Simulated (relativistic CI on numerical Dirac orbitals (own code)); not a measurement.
**Electric-dipole lines of Pt XL**

Calculated at this level of theory: Dirac-Coulomb-Breit CI, orbitals from a KLI potential per configuration, QED by a radiative potential, unscaled Slater integrals (own radial code, finite nucleus).

CI space (outside the closed core [Ar] 3d10): 4s2 4p6 4d3, 4s2 4p6 4d2 4f, 4s2 4p5 4d4, 4s 4p6 4d4, 4s2 4p5 4d3 4f, 4s 4p6 4d3 4f, 4s2 4p6 4d2 5s, 4s2 4p6 4d 4f 5s, 4s2 4p6 4d2 5p, 4s2 4p6 4d2 5d, 4s2 4p5 4d3 5s, 4p6 4d4 4f, 4s2 4p6 4d2 5f, 4s2 4p5 4d3 5p, 4s2 4p6 4d 5s 5p, 4s 4p6 4d2 4f 5s, 4s2 4p6 4d2 5g, 4s 4p6 4d3 5s, 4s2 4p6 4d2 6s, 4s2 4p6 4d2 6p, 4s2 4p6 4d2 6f, 4s2 4p6 4d2 7p, 4s2 4p6 4d 4f2, 4s2 4p6 4f3, 4s2 4p5 4d 4f3, 4s 4p6 4d 4f3, 4s2 4p6 4f2 5s, 4s2 4p6 4d 5s2, 4s2 4p6 4f 5s2, 4s2 4p5 4d 4f 5s2, 4s 4p6 4d 4f 5s2, 4s2 4p6 4d 5p2, 4s2 4p6 4f 5p2, 4s2 4p5 4d 4f 5p2, 4s 4p6 4d 4f 5p2, 4s2 4p6 5s 5p2. Double excitations out of closed p, d and f shells are left out; levels of such configurations are missing from the list, as are those of other unlisted configurations, and high levels can miss mixing partners. These lack a partner that the ground configuration has and come out too high: 4s2 4p6 4d2 5p, 4s2 4p6 4d2 5d, 4s2 4p5 4d3 5s, 4s2 4p6 4d2 5f, 4s2 4p5 4d3 5p.

| λ vac (nm) | Lower | Upper | A (s⁻¹) | E lower (eV) | E upper (eV) |
| --- | --- | --- | --- | --- | --- |
| 3.7523 | 4s2 4p6 4d3 2H_9/2 [5] | 4s2 4p5 4d4 2F°_7/2 [236] | 3.17e+12 | 25.202 | 355.623 |
| 3.8223 | 4s2 4p6 4d3 2H_11/2 [13] | 4s2 4p5 4d4 2H°_11/2 [255] | 4.10e+12 | 51.451 | 375.817 |
| 3.8249 | 4s2 4p6 4d3 2H_11/2 [13] | 4s2 4p5 4d4 2G°_9/2 [254] | 2.76e+12 | 51.451 | 375.601 |
| 3.8269 | 4s2 4p6 4d3 4F_3/2 [1] | 4s2 4p5 4d4 4D°_1/2 [218] | 5.51e+12 | 0.000 | 323.980 |
| 3.8374 | 4s2 4p6 4d3 4P_5/2 [7] | 4s2 4p5 4d4 2F°_5/2 [237] | 2.81e+12 | 35.046 | 358.144 |
| 3.8782 | 4s2 4p6 4d3 2G_9/2 [17] | 4s2 4p5 4d4 4F°_9/2 [269] | 3.35e+12 | 71.760 | 391.453 |
| 3.8798 | 4s2 4p6 4d3 2G_9/2 [17] | 4s2 4p5 4d4 2H°_11/2 [267] | 3.56e+12 | 71.760 | 391.321 |
| 3.9704 | 4s2 4p6 4d3 2H_9/2 [5] | 4s2 4p5 4d4 2H°_9/2 [223] | 2.88e+12 | 25.202 | 337.473 |
| 3.9753 | 4s2 4p6 4d3 2G_7/2 [4] | 4s2 4p5 4d4 4F°_7/2 [222] | 1.73e+12 | 24.953 | 336.843 |
| 4.1054 | 4s2 4p6 4d3 4F_9/2 [9] | 4s2 4p5 4d4 4I°_11/2 [229] | 1.26e+12 | 47.209 | 349.210 |
| 4.1288 | 4s2 4p6 4d3 2H_11/2 [13] | 4s2 4p5 4d4 2I°_13/2 [232] | 1.52e+12 | 51.451 | 351.740 |
| 4.6110 | 4s2 4p6 4d3 4F_5/2 [2] | 4s2 4p6 4d2 4f 4G°_7/2 [180] | 1.04e+12 | 20.517 | 289.405 |
| 4.6415 | 4s2 4p6 4d3 4F_3/2 [1] | 4s2 4p6 4d2 4f 4G°_5/2 [137] | 2.83e+12 | 0.000 | 267.121 |
| 4.6459 | 4s2 4p6 4d3 4F_5/2 [2] | 4s2 4p6 4d2 4f 4G°_5/2 [178] | 1.97e+12 | 20.517 | 287.384 |
| 4.6475 | 4s2 4p6 4d3 2G_7/2 [4] | 4s2 4p6 4d2 4f 2H°_9/2 [186] | 2.21e+12 | 24.953 | 291.732 |
| 4.6628 | 4s2 4p6 4d3 2H_9/2 [5] | 4s2 4p6 4d2 4f 2I°_11/2 [184] | 2.87e+12 | 25.202 | 291.105 |
| 4.6884 | 4s2 4p6 4d3 4F_3/2 [1] | 4s2 4p6 4d2 4f 2D°_3/2 [131] | 2.40e+12 | 0.000 | 264.448 |
| 4.7508 | 4s2 4p6 4d3 4P_5/2 [7] | 4s2 4p6 4d2 4f 2F°_7/2 [193] | 1.39e+12 | 35.046 | 296.022 |
| 4.8411 | 4s2 4p6 4d3 2H_11/2 [13] | 4s2 4p6 4d2 4f 2I°_13/2 [206] | 1.59e+12 | 51.451 | 307.558 |
| 4.8423 | 4s2 4p6 4d3 4F_9/2 [9] | 4s2 4p6 4d2 4f 4G°_11/2 [197] | 1.04e+12 | 47.209 | 303.254 |

Terms are leading LS components. Brackets give the number of a level in order of energy, since labels repeat. The list gives strong lines, with weight on those to low levels, without lines whose two gauges differ by over a factor of 2.5, among the lowest 400 of 9541 levels, so that lines to higher ones, which can be the strongest, are missing. Levels whose partners in the same complex of configurations lie outside the list can be far off, and so can their lines. Rates are taken at the computed energies, electric ones in the length gauge.

At this charge energies of transitions that change n are usually good to better than 1 %, and those within a shell (Δn = 0) to a few per cent. Terms inside the open d or f shell come out 10 to 20 % too wide with unscaled integrals.

LS names give the leading component of a level, which can be under half, so a name can repeat, a term be missing and a line seem to break the LS rules.
